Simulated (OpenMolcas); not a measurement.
# Ti2+: ligand-field states by method

Ti2+ with 6 ligands (fluoride) in octahedral coordination (Oh) at 2.17 Å. A charge of +0.667 e stands 3.2 Å behind each ligand. Ligand basis ANO-RCC-VDZP.
```
Ti    0.0000    0.0000    0.0000
F     2.1700    0.0000    0.0000
F     0.0000    2.1700    0.0000
F    -2.1700    0.0000    0.0000
F     0.0000   -2.1700    0.0000
F     0.0000    0.0000    2.1700
F     0.0000    0.0000   -2.1700
```

```json
{"Program": "OpenMolcas", "Basis": "ANO-RCC-VDZP [5s4p2d1f]", "Scalar Hamiltonian": "DKH2, point nucleus", "Active space": "2 electrons in 5 orbitals (3d)", "State averaging": "2S+1 = 3 even, 10 roots; 2S+1 = 1 even, 15 roots", "Spin-orbit coupling": "state interaction with AMFI integrals over the reference wave functions"}
```

I. CASSCF
II. SS-CASPT2, IPEA 0.25 Eh, imaginary shift 0.1 Eh (closed shells correlated: 3s 3p and the ligand valence shells)

Spin-free states (labels of O, the rotations of Oh) in cm-1, each column counted from its own energy of the first state listed:

| State | Degeneracy | I | II |
| --- | --- | --- | --- |
| 3T1 | 3 | 0 | 0 |
| 3T2 | 3 | 8647 | 9400 |
| 1T2 | 3 | 11941 | 9440 |
| 1E | 2 | 12238 | 10140 |
| 3A2 | 1 | 18702 | 19900 |
| 3T1 | 3 | 20528 | 18550 |
| 1T2 | 3 | 22949 | 20980 |
| 1A1 | 1 | 23176 | 19230 |
| 1T1 | 3 | 25365 | 23600 |
| 1E | 2 | 32911 | 31350 |
| 1A1 | 1 | 52178 | 45010 |

From I to II, I's first state of the same spin (3T2) moves from 8647 to 9400 cm-1, by about +760 cm-1.

From I to II, I's first state of another spin (1T2) moves from 11941 to 9440 cm-1, by about -2500 cm-1.

I: A least-squares ligand-field fit to the states below 45000 cm-1, each weighted by its degeneracy and with a free common offset, gives 10Dq = 10141 cm-1, B = 861 cm-1 and C = 3180 cm-1 (C/B = 3.70), with an rms deviation of 145 cm-1. The same method and metal basis give the free ion B = 884 cm-1 (fit to its terms below 60000 cm-1, rms deviation 77 cm-1), so the nephelauxetic ratio is β = 861 / 884 = 0.97; it hangs on how both fits weigh the states, and computed free-ion B values tend to be too large, so β mixes covalency with correlation.

II: A least-squares ligand-field fit to the states below 45000 cm-1, each weighted by its degeneracy and with a free common offset, gives 10Dq = 10785 cm-1, B = 688 cm-1 and C = 2686 cm-1 (C/B = 3.90), with an rms deviation of 288 cm-1. The same method and metal basis give the free ion B = 805 cm-1 (fit to its terms below 60000 cm-1, rms deviation 737 cm-1), so the nephelauxetic ratio is β = 688 / 805 = 0.85; it hangs on how both fits weigh the states, and computed free-ion B values tend to be too large, so β mixes covalency with correlation.

From I to II, 10Dq changes by +6 %, B by -20 % and C by -16 %.

χT at 300 K: I 1.10, II 1.10 cm3 K/mol.

Roots that are degenerate in the reference are averaged as groups; the widest CASPT2 spread within a group is 35 cm-1 (the 3-fold group of multiplicity 3 near 9400 cm-1 above the lowest state of its run, II). Shifts and gaps below about the spread of the groups concerned are not significant. Over all roots computed the reference weight is 0.71 to 0.72 in II; a low but even weight reflects the number of correlated electrons. An orbital triplet at a regular site is open to Jahn-Teller coupling, which can distort the site and quench the lowest spin-orbit gaps and is left out. Ligand-to-metal charge-transfer states are missing. With no ligand orbital active B as a rule stays too high, so bands that hang on it stand too high and its fall with covalency is understated. Without dynamic correlation the repulsion within the d shell is too large (B by tens of per cent), so at a given field states of lower spin stand too high (holds for I). With metal d orbitals alone and no dynamic correlation the field as a rule comes out too small, by tens of per cent, by up to half for chloride and softer ligands (holds for I). With one d shell and no ligand orbital active, 10Dq can be off by tens of per cent for divalent 3d ions, low with halides held by bare charges and at times high in hosts (holds for II). Free-ion shares, where given, are those of the reference states; single-state CASPT2 does not remix them (holds for II). No measured value stands beside these numbers; the geometry is a model, was not optimised and need not be the one that this ion takes.
